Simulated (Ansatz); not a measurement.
Basis-set series for F₂HSb, SMILES `[F][SbH][F]`. Charge 0, multiplicity 1. Sb takes the def2 core potential. The structure was optimised at the PBE0-D4/def2-TZVP level.

| functional | basis | functions | energy (Eh) | HOMO (eV) | LUMO (eV) |
| --- | --- | --- | --- | --- | --- |
| PBE0-D4 | def2-TZVPP | 126 | -440.49571 | -8.33 | -1.71 |
| PBE0-D4 | def2-QZVPP | 226 | -440.51183 | -8.36 | -1.76 |
| ωB97M-V | def2-TZVPP | 126 | -440.59320 | -10.48 | 0.10 |
| ωB97M-V | def2-QZVPP | 226 | -440.60899 | -10.52 | -0.03 |

Give the rows for def2-SVP. (Estimate.)

Computed: 
| functional | basis | functions | energy (Eh) | HOMO (eV) | LUMO (eV) |
| --- | --- | --- | --- | --- | --- |
| PBE0-D4 | def2-SVP | 59 | -440.21587 | -8.14 | -1.41 |
| ωB97M-V | def2-SVP | 59 | -440.30664 | -10.25 | 0.58 |

Positive LUMOs are unbound and depend on the basis.
